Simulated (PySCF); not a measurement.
## A small calculation by hand: oscillator strength and radiative lifetime

ScF₂, SMILES [Sc+]([F])[F], charge +1.

Geometry: ωB97X-D3(BJ)/def2-TZVP. The spin state was assumed, not searched. The isomer is the one that the SMILES or the coordinates give; other isomers of the formula were not compared.

PySCF with TDDFT-M06-2X/def2-TZVPD puts the first singlet state with f over 0.02 at 7.79 eV (vertical), with the transition dipole (-0.333, 0.000, 0.000) in atomic units.

### Question
Find the oscillator strength, the wavelength and the radiative lifetime that this transition would have in vacuum if emission retraced absorption.

### Answer

|μ|² = 0.1109 au, so |μ| = 0.85 D. ΔE = 7.79/27.211 = 0.2863 hartree. f = (2/3) ΔE |μ|² = 0.021 (the program prints 0.021).
λ = 1239.84/7.79 = 159 nm; ν = 62831 cm⁻¹.
Einstein's coefficient A = 0.6670 ν² f s⁻¹ (ν in cm⁻¹) = 5.6e7 s⁻¹, so τ = 1/A = 18 ns. This state is S4; the lower singlets have f = 0.003, 0.000, 0.003. The figure is the radiative limit of this one transition; relaxation, internal conversion, crossing to triplets and a medium change what is measured.
